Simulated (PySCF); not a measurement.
A structure optimised at B3LYP-D3(BJ)/def2-TZVP, used in a PySCF frequency run:

```
Zn
H 1 1.5239
Br 1 2.2581 2 180.00
```

Problem. Write its SMILES, formula and point group.

Solution. [ZnH][Br], BrHZn, C∞v

Problem. What are its rotational constants (standard atomic weights)?

Solution. 2.6459 GHz (linear rotor, B only)
